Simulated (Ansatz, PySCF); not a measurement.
Bond stretch in SeAl (cation, charge +1), lowest triplet found (which spin is the ground state isn't settled by this scan).

Methods: UKS-B3LYP/6-31G* = unrestricted B3LYP/6-31G*, spherical d (PySCF 2.14.0); UCCSD(T) = CCSD(T) on UHF/cc-pVDZ, cores with 3d frozen (Ansatz, a quantum-chemistry and plane-wave program); UCCSDT = CCSDT on UHF/cc-pVDZ, cores with 3d frozen run with Ansatz.

Total energies in hartree (comparable only within one method and basis):

| R / Å | UKS-B3LYP/6-31G* | UCCSD(T) | UCCSDT |
|---|---|---|---|
| 2.75 | -2643.39641 | -2641.61320 | -2641.61384 |
| 2.85 | -2643.39775 | -2641.61537 | -2641.61600 |
| 3.04 | -2643.39859 | -2641.61666 | -2641.61726 |
| 3.27 | -2643.39690 | -2641.61534 | -2641.61590 |
| 3.54 | -2643.39346 | -2641.61215 | -2641.61264 |
| 3.82 | -2643.38964 | -2641.60846 | -2641.60888 |
| 4.24 | -2643.38459 | -2641.60355 | -2641.60388 |
| 4.73 | -2643.38023 | -2641.59934 | -2641.59960 |
| 5.27 | -2643.37710 | -2641.59642 | -2641.59664 |
| 6.07 | -2643.37463 | -2641.59425 | -2641.59445 |
| 7.05 | -2643.37343 | -2641.59321 | -2641.59341 |
| 8.21 | -2643.37311 | -2641.59271 | -2641.59290 |

The scan ran from 1.74 to 8.21 Å; beyond the distances shown full CI changes its symmetry label.
